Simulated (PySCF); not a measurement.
# SnC: energy against distance

Set-up: Sn cc-pVDZ-PP with ECP28, C cc-pVDZ; scalar-relativistic core potentials (PySCF 2.14). Energies in eV from Sn + C in their ground configurations at the same level. State: ³Π (triplet), unpaired electrons σ ↑, π ↑.

Curves on a restricted Hartree–Fock reference rise too fast on stretching and do not dissociate correctly.

```csv
R (Å),ROHF-CCSD(T),ROHF-CCSD,ROHF-SCS-MP2
1.747,,,-1.213
1.828,-2.095,-1.872,-1.853
1.909,-2.468,-2.227,-2.197
1.970,-2.609,-2.355,-2.310
2.031,-2.663,-2.396,-2.325
2.092,-2.650,-2.372,-2.263
2.173,-2.558,-2.265,-2.085
2.275,-2.368,-2.055,-1.748
2.397,-2.081,-1.743,-1.234
2.559,,,-0.506
```

Put a parabola through the three lowest points of the ROHF-CCSD(T) curve and estimate Re, k and ωe (reduced mass 10.91 u; 1 eV/Å² = 0.16022 mdyn/Å; ωe = 1302.8·√(k/μ) cm⁻¹).

Through R = 1.97, 2.031, 2.092 Å the second-order coefficient is 9.00 eV/Å², so Re ≈ 2.050 Å, k ≈ 2.88 mdyn/Å and ωe ≈ 670 cm⁻¹. A polynomial fit of higher order to the unrounded ROHF-CCSD(T) energies gives Re = 2.047 Å, k = 2.63 mdyn/Å, ωe = 640 cm⁻¹; anharmonicity and rounding make the difference.

The higher-order fit for each curve: ROHF-CCSD(T): Re = 2.047 Å, ωe = 640 cm⁻¹, De = 2.66 eV; ROHF-CCSD: Re = 2.036 Å, ωe = 655 cm⁻¹, De = 2.40 eV; ROHF-SCS-MP2: Re = 2.011 Å, ωe = 748 cm⁻¹, De = 2.33 eV.

Correlated steps freeze 5 core orbitals. Correlated levels converge slowly with the basis: in double zeta they bind strong bonds too weakly, by up to about 1 eV, and carry superposition errors of some tenths. These are scalar-relativistic numbers at best; spin–orbit coupling would shift them, the dissociation energy most. The CCSD T1 diagnostic is raised, a sign that a single reference may not be enough here. The state is the lowest determinant that a PBE0 search found; another state may lie lower at other levels.
